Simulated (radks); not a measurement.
Neutral iridium inside a hard spherical wall (all orbitals vanish at R), configuration held at [Xe] 4f14 5d7 6s2 and not refilled when levels cross. Calculated with a radial shooting solver on a logarithmic mesh with Libxc functionals: scalar-relativistic Kohn-Sham, r2SCAN, spin-unpolarised, spherical densities, finite nucleus; meta-GGA in the generalised Kohn-Sham scheme; Fermi nuclear charge, rms radius 5.4032 fm. Eigenvalues in eV, with the zero of energy where the potential of the charges vanishes at infinity; a dash marks a level that is unbound or too diffuse for the functional's potential to be trusted. A positive occupied level is held by the wall or, in an anion where self-interaction has pushed it up, behind a barrier. The pressure on the wall is -dE/dV.

R (bohr),E (hartree),kinetic (hartree),e(4f),e(5p),e(5d),e(6s),"e(6p, empty)","e(7s, empty)",pressure (GPa)
free,-17826.0782,19811.082,-63.021,-56.261,-7.345,-6.538,-0.892,-,0
20,-17826.0782,19811.082,-63.021,-56.261,-7.345,-6.538,-0.892,-,< 0.0001
7,-17826.0715,19811.143,-62.739,-55.981,-7.088,-6.284,-0.039,7.642,0.435
5,-17825.9735,19811.746,-60.729,-54.066,-5.369,-4.249,3.757,22.575,13.8
3.5,-17825.1079,19815.700,-52.137,-46.479,1.889,6.731,20.198,70.583,297
3,-17823.8428,19820.872,-44.260,-39.962,8.932,19.373,37.544,113.92,1010
2.5,-17820.4117,19834.261,-29.325,-27.866,23.422,48.463,74.896,198.19,4200
